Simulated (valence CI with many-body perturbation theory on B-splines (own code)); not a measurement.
Cr3+: one-electron terms

Computed by relativistic CI+MBPT: three valence electrons over a frozen Dirac-Fock core [Ar], a basis of 9 s, 9 p, 10 d, 8 f, 5 g, 3 h, 1 i functions for each j, with the one-electron correlation potential Σ1 (screened to all orders), the two-electron term Σ2, the three-electron term Σ3, Breit, model QED; selected single and double excitations, second order for the rest, scaled by the run's own slope (own B-spline code, finite nucleus).

Against 66 measured levels this calculation errs by 1079 cm⁻¹ on average and by 1844 at most. These come from a selection out of Sugar and Corliss, J. Phys. Chem. Ref. Data 6, 317 (1977). Levels without a partner in it may be off by more, other configurations by 1,000 to 8,000 cm⁻¹.

These are the spectroscopic orbitals of the CI (the correlating ones are not listed), shaped by the core and the other valence electrons. h is the expectation value of the core's Dirac-Fock operator, without the valence repulsion; Σ1 is computed up to l = 3 at one energy for each symmetry, that of its lowest orbital but kept below the first core excitation, so for empty shells it is not the orbital's own correlation shift; Breit and QED include the response of the core.

| Orbital | h (hartree) | Σ1 (cm⁻¹) | Breit (cm⁻¹) | QED (cm⁻¹) | ⟨r⟩ (bohr) |
| --- | --- | --- | --- | --- | --- |
| 4s1/2 | -2.1832 | -5415 | 36.9 | 32.2 | 2.423 |
| 5s1/2 | -1.1517 | -1477 | 13.7 | 11.7 | 4.715 |
| 6s1/2 | -0.71444 | -638 | 6.6 | 5.6 | 7.740 |
| 4p1/2 | -1.8604 | -3736 | 48.0 | -3.7 | 2.731 |
| 5p1/2 | -1.019 | -1180 | 19.4 | -1.5 | 5.233 |
| 6p1/2 | -0.64803 | -549 | 9.9 | -0.7 | 8.435 |
| 4p3/2 | -1.8521 | -3672 | 26.4 | -1.7 | 2.744 |
| 5p3/2 | -1.0157 | -1165 | 10.7 | -0.7 | 5.251 |
| 6p3/2 | -0.64638 | -543 | 5.5 | -0.4 | 8.456 |
| 3d3/2 | -3.2092 | -16620 | -37.4 | -28.0 | 1.104 |
| 4d3/2 | -1.346 | -1947 | -0.2 | -2.8 | 3.614 |
| 5d3/2 | -0.803 | -845 | 0.2 | -1.3 | 6.554 |
| 3d5/2 | -3.2047 | -16522 | -118 | -25.0 | 1.107 |
| 4d5/2 | -1.345 | -1943 | -9.1 | -2.4 | 3.617 |
| 5d5/2 | -0.80255 | -844 | -3.9 | -1.1 | 6.558 |
| 4f5/2 | -1.0174 | -738 | -0.6 | -0.1 | 4.397 |
| 5f5/2 | -0.65334 | -436 | -0.5 | -0.1 | 7.688 |
| 4f7/2 | -1.0174 | -737 | -0.7 | 0.0 | 4.397 |
| 5f7/2 | -0.65336 | -435 | -0.6 | 0.0 | 7.688 |
| 5g7/2 | -0.64063 |  | 0.0 | 0.0 | 6.859 |
| 5g9/2 | -0.64062 |  | 0.0 | 0.0 | 6.859 |

Among the shells of the start configuration 3d3, Σ1 is largest in size for 3d3/2, where it is 2.4 % of h.

Lowest root of each symmetry, sizes in configuration state functions:

| J | Parity | Roots | Reference | Variational | Second order | Change by selected CI (cm⁻¹) | Change by second order (cm⁻¹) |
| --- | --- | --- | --- | --- | --- | --- | --- |
| 1/2 | even | 6 | 32 | 9121 | 35331 | -5218 | -8 |
| 3/2 | even | 10 | 55 | 14139 | 64769 | -3858 | -4 |
| 5/2 | even | 10 | 63 | 16086 | 86222 | -3857 | -5 |
| 7/2 | even | 7 | 54 | 14658 | 90086 | -3856 | -6 |
| 9/2 | even | 6 | 43 | 12203 | 79979 | -3858 | -6 |
| 11/2 | even | 2 | 24 | 8633 | 45482 | -5378 | -10 |
| 1/2 | odd | 6 | 39 | 8602 | 33723 | -7376 | -4 |
| 3/2 | odd | 10 | 66 | 14150 | 60019 | -7049 | -4 |
| 5/2 | odd | 11 | 72 | 16024 | 81776 | -6675 | -5 |
| 7/2 | odd | 9 | 63 | 15330 | 88317 | -6684 | -5 |
| 9/2 | odd | 5 | 42 | 11759 | 82988 | -6698 | -5 |
| 11/2 | odd | 2 | 24 | 8145 | 71050 | -6712 | -6 |
